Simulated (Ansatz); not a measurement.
Steps of a relaxation of C2H5BrOSi, SMILES `O[Si]1(Br)CC1` with RKS PBE-D4/def2-SVP.

```sh
$ ansatz run in.yaml --threads 4 --pin off --events-out ev --progress --plain --max-ram 10444MiB
```

```yaml
crystal:
  periodic: [false, false, false]
  atoms:
    - {symbol: O, position_ang: [-1.363300, 0.005300, 1.529100]}
    - {symbol: Si, position_ang: [0.165100, -0.163700, 1.060300]}
    - {symbol: Br, position_ang: [0.615300, -2.317000, 1.067200]}
    - {symbol: C, position_ang: [0.040400, 0.131600, -1.209100]}
    - {symbol: C, position_ang: [0.855100, 0.780200, -0.266400]}
    - {symbol: H, position_ang: [-2.046600, -0.539600, 1.101400]}
    - {symbol: H, position_ang: [-1.057900, 0.388800, -1.221600]}
    - {symbol: H, position_ang: [0.225300, -0.875500, -1.526200]}
    - {symbol: H, position_ang: [0.725300, 1.886000, -0.125400]}
    - {symbol: H, position_ang: [1.924300, 0.652700, -0.406400]}
basis:
  gaussian: {orbitals: def2-SVP}
hamiltonian: {xc: pbe, dispersion: d4}
relax: {f_tol: 0.03, max_steps: 200}
```

Positions (Å) and forces (eV/Å) along the path, 13 of 15 steps:

```xyz
10
step=1 energy=-82092.6644 eV
O    -1.363    0.005    1.529   -2.279    0.575    0.551
Si    0.165   -0.164    1.060    0.828   -1.319    1.632
Br    0.615   -2.317    1.067    0.363   -1.069   -0.018
C     0.040    0.132   -1.209   -2.836   -0.247   -0.174
C     0.855    0.780   -0.266    2.136    3.661   -1.551
H    -2.047   -0.540    1.101   -0.027   -0.010    0.090
H    -1.058    0.389   -1.222    0.745    0.037   -0.265
H     0.225   -0.875   -1.526    0.509   -0.851   -0.545
H     0.725    1.886   -0.125   -0.214   -0.424    0.041
H     1.924    0.653   -0.406    0.774   -0.353    0.239
10
step=2 energy=-82093.1144 eV
O    -1.389    0.059    1.583   -1.191    0.204    0.265
Si    0.148   -0.203    1.078    0.507   -1.159    0.647
Br    0.674   -2.404    1.085   -0.021   -0.017   -0.038
C     0.013    0.103   -1.200   -1.105   -0.694    0.168
C     0.863    0.802   -0.275    1.025    1.773   -1.324
H    -2.105   -0.493    1.216    0.075    0.032    0.037
H    -1.056    0.405   -1.337    0.587    0.006    0.015
H     0.297   -0.865   -1.653    0.119    0.283    0.050
H     0.687    1.891   -0.117   -0.118   -0.244    0.057
H     1.951    0.654   -0.378    0.121   -0.184    0.122
10
step=3 energy=-82093.3034 eV
O    -1.416    0.080    1.598   -0.193    0.108    0.202
Si    0.152   -0.227    1.096   -0.153   -0.494   -0.385
Br    0.658   -2.445    1.061   -0.012    0.142    0.068
C    -0.026    0.037   -1.111    0.448   -0.526    0.144
C     0.892    0.845   -0.309   -0.011    0.148   -0.645
H    -2.135   -0.478    1.250    0.157   -0.002   -0.062
H    -1.045    0.402   -1.345    0.254    0.000    0.071
H     0.362   -0.841   -1.702   -0.307    0.668    0.507
H     0.658    1.914   -0.139    0.022   -0.062    0.069
H     1.983    0.662   -0.394   -0.203    0.018    0.031
10
step=5 energy=-82093.7535 eV
O    -1.335    0.055    1.703    0.001   -0.714   -1.015
Si    0.049   -0.442    0.786   -0.999    0.623    0.943
Br    0.675   -2.581    1.139    0.115    0.405    0.153
C    -0.037   -0.051   -0.968   -1.591   -0.504   -2.036
C     0.905    0.910   -0.333    1.165   -0.089    2.084
H    -2.163   -0.261    1.222    1.130    0.356    0.679
H    -0.951    0.415   -1.401    0.173   -0.280   -0.121
H     0.388   -0.855   -1.594    0.108    0.241   -0.316
H     0.554    1.926   -0.062    0.035   -0.151   -0.197
H     1.998    0.832   -0.488   -0.135    0.113   -0.175
10
step=6 energy=-82094.0733 eV
O    -1.321    0.030    1.728   -0.104   -0.611   -0.996
Si   -0.027   -0.502    0.726   -0.376    0.753    0.437
Br    0.799   -2.533    1.282   -0.126    0.530   -0.080
C    -0.069   -0.032   -1.048   -0.930   -0.436   -0.880
C     0.899    0.853   -0.273    0.454   -0.319    1.509
H    -2.185   -0.206    1.281    0.901    0.191    0.562
H    -0.948    0.472   -1.502    0.130   -0.160   -0.061
H     0.386   -0.785   -1.711    0.074    0.097   -0.260
H     0.563    1.876   -0.014    0.056   -0.105   -0.127
H     1.985    0.776   -0.465   -0.078    0.060   -0.106
10
step=7 energy=-82094.2386 eV
O    -1.328    0.038    1.737   -0.391   -0.407   -0.656
Si   -0.100   -0.463    0.685   -0.412   -0.543    0.183
Br    0.879   -2.389    1.355   -0.229    0.327   -0.130
C    -0.104   -0.014   -1.136    0.004   -0.374    0.296
C     0.902    0.773   -0.180    0.100    0.700   -0.417
H    -2.211   -0.292    1.420    0.731    0.255    0.363
H    -0.935    0.529   -1.635    0.214    0.041    0.201
H     0.389   -0.727   -1.829   -0.072    0.103    0.111
H     0.615    1.830    0.003    0.112   -0.096   -0.047
H     1.976    0.665   -0.417   -0.055   -0.005    0.096
10
step=8 energy=-82094.2531 eV
O    -1.330    0.055    1.682    0.387    0.166    0.043
Si   -0.116   -0.488    0.667   -0.221    0.890   -0.256
Br    0.792   -2.399    1.313    0.132   -0.182    0.069
C    -0.084   -0.026   -1.129    0.314   -0.358    0.085
C     0.883    0.815   -0.199   -0.114   -0.122    0.171
H    -2.183   -0.380    1.575   -0.445   -0.297   -0.016
H    -0.909    0.533   -1.594   -0.093    0.065   -0.008
H     0.429   -0.690   -1.839   -0.030   -0.152   -0.195
H     0.631    1.889   -0.188    0.048    0.002    0.377
H     1.969    0.640   -0.287    0.022   -0.012   -0.272
10
step=9 energy=-82094.3028 eV
O    -1.353    0.063    1.681    0.277    0.033   -0.163
Si   -0.130   -0.462    0.655   -0.033    0.314    0.227
Br    0.802   -2.366    1.339    0.008   -0.081    0.004
C    -0.083   -0.033   -1.133    0.030    0.084   -0.169
C     0.900    0.809   -0.204   -0.016   -0.045    0.107
H    -2.194   -0.408    1.566   -0.138   -0.112    0.017
H    -0.893    0.541   -1.616   -0.050   -0.025    0.008
H     0.409   -0.727   -1.837    0.010    0.018   -0.021
H     0.646    1.882   -0.069    0.027   -0.216   -0.058
H     1.981    0.648   -0.381   -0.115    0.031    0.049
10
step=11 energy=-82094.3109 eV
O    -1.355    0.079    1.659   -0.279   -0.136   -0.030
Si   -0.124   -0.450    0.659   -0.040    0.035   -0.006
Br    0.785   -2.368    1.346    0.003   -0.021    0.005
C    -0.077   -0.032   -1.140    0.013    0.019   -0.013
C     0.901    0.808   -0.203    0.008    0.008    0.005
H    -2.188   -0.435    1.591    0.298    0.136    0.041
H    -0.901    0.538   -1.605   -0.002   -0.009    0.005
H     0.413   -0.715   -1.855    0.007    0.005   -0.007
H     0.648    1.878   -0.082    0.015   -0.049   -0.012
H     1.981    0.645   -0.367   -0.023    0.011    0.011
10
step=12 energy=-82094.3140 eV
O    -1.366    0.091    1.640   -0.100    0.013    0.055
Si   -0.129   -0.443    0.657    0.021   -0.064   -0.107
Br    0.773   -2.365    1.349   -0.007   -0.003    0.014
C    -0.073   -0.032   -1.145    0.001    0.001    0.035
C     0.901    0.807   -0.204   -0.010    0.016   -0.005
H    -2.172   -0.457    1.619    0.058    0.010    0.019
H    -0.903    0.537   -1.603    0.018    0.004   -0.004
H     0.419   -0.707   -1.866   -0.001   -0.009   -0.001
H     0.652    1.876   -0.088    0.004    0.035   -0.005
H     1.981    0.641   -0.358    0.016   -0.003    0.000
10
step=13 energy=-82094.3156 eV
O    -1.370    0.101    1.635   -0.002    0.022    0.016
Si   -0.139   -0.445    0.647    0.035    0.012   -0.027
Br    0.762   -2.364    1.350   -0.014   -0.008    0.006
C    -0.070   -0.031   -1.152    0.006    0.016   -0.009
C     0.896    0.808   -0.203    0.024   -0.004    0.000
H    -2.156   -0.472    1.654   -0.050   -0.039    0.026
H    -0.892    0.542   -1.618   -0.007   -0.008   -0.004
H     0.427   -0.707   -1.870   -0.002   -0.003    0.005
H     0.650    1.878   -0.091    0.000    0.008   -0.005
H     1.977    0.639   -0.348    0.009    0.005   -0.007
10
step=14 energy=-82094.3167 eV
O    -1.382    0.108    1.624   -0.095   -0.101   -0.003
Si   -0.147   -0.438    0.639   -0.003    0.026    0.014
Br    0.734   -2.363    1.353   -0.003   -0.003   -0.001
C    -0.065   -0.027   -1.159   -0.003   -0.014   -0.010
C     0.898    0.812   -0.205    0.017   -0.005   -0.013
H    -2.138   -0.506    1.699    0.086    0.082    0.005
H    -0.884    0.544   -1.631   -0.002    0.002   -0.001
H     0.434   -0.706   -1.873    0.002    0.004    0.005
H     0.654    1.884   -0.102    0.000    0.002    0.007
H     1.979    0.639   -0.343    0.002    0.007   -0.002
10
step=15 energy=-82094.3171 eV
O    -1.387    0.106    1.620    0.010    0.010    0.002
Si   -0.149   -0.436    0.637   -0.014    0.006   -0.002
Br    0.728   -2.363    1.351    0.001   -0.006    0.001
C    -0.063   -0.027   -1.162    0.003   -0.002    0.005
C     0.898    0.813   -0.206   -0.006    0.000   -0.006
H    -2.136   -0.508    1.716    0.003   -0.009   -0.005
H    -0.882    0.543   -1.637    0.004    0.005    0.004
H     0.437   -0.707   -1.873    0.005    0.003    0.005
H     0.655    1.885   -0.101   -0.004   -0.006   -0.003
H     1.980    0.642   -0.342   -0.001   -0.002   -0.001
```

Hardware: 4 threads of an Arm Neoverse V2 on a shared host. Wall time 18 s, peak host memory 0.18 GiB.
